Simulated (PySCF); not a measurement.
**Bi(III) with different ligands**

Computed with PySCF 2.14.0, PBE0, def2-SVP on the ligands, density fitting, scalar-relativistic core potentials, no spin-orbit coupling, vacuum. The metal has def2-SVP with ECP60. Each complex is relaxed within the symmetry of a template of the same shape. Distances are means of the shortest metal–ligand contacts, charges and spins Mulliken's; removal energies are rigid, with the ligand's formal charge and no counterpoise, so too large; for an anion taken off a cation in vacuum most of it is the attraction of opposite charges, and multiply charged cations can part far more cheaply with an electron moved from ligand to metal.

```csv
complex,point group,M–first ligand (Å),charge on M (e),dipole (D),HOMO–LUMO gap (eV),removal of one first-named ligand (eV),"strongest infrared band, degenerate modes summed (cm⁻¹)",unstable modes (below −25 cm⁻¹)
BiH3(H2O),Cs,1.798,0.18,3.53,7.51,11.15,1792,0
BiF3(NH3),C1,2.039,1.33,6.83,7.46,10.13,1090,0
BiF3(H2O),Cs,2.039,1.34,4.12,7.76,11.47,640,0
BiI3(H2O),Cs,2.839,0.62,6.93,4.65,6.68,–,2 (soft)
BiCl3(NH3),C1,2.491,0.96,7.21,5.97,8.55,–,not given
Bi(NH2)3(H2O),Cs,2.180,0.85,2.11,6.51,10.48,–,not given
```

Task: What does the calculation give for BiCl3(H2O)?

Result: point group: Cs, M–first ligand (Å): 2.486, charge on M (e): 0.97, dipole (D): 4.08, HOMO–LUMO gap (eV): 6.16, removal of one first-named ligand (eV): 8.93, strongest infrared band, degenerate modes summed (cm⁻¹): 513, unstable modes (below −25 cm⁻¹): 0.
```xyz
7

Bi   -0.9921   -0.2665    0.2665
Cl    0.3447    1.7193    0.9451
Cl   -0.0032   -1.8753    1.8753
Cl    0.3447   -0.9451   -1.7193
O    -1.5216    1.6038   -1.6038
H    -0.9718    2.3076   -1.2274
H    -0.9718    1.2274   -2.3076
```

Members with unstable modes aren't minima as they stand: saddle points kept by symmetry or, where the modes are soft, flat surfaces and noise. Moved off a saddle point of the template and relaxed again: BiF3(NH3), BiCl3(NH3). One start shape was tried for each, so a minimum needn't be the lowest isomer.
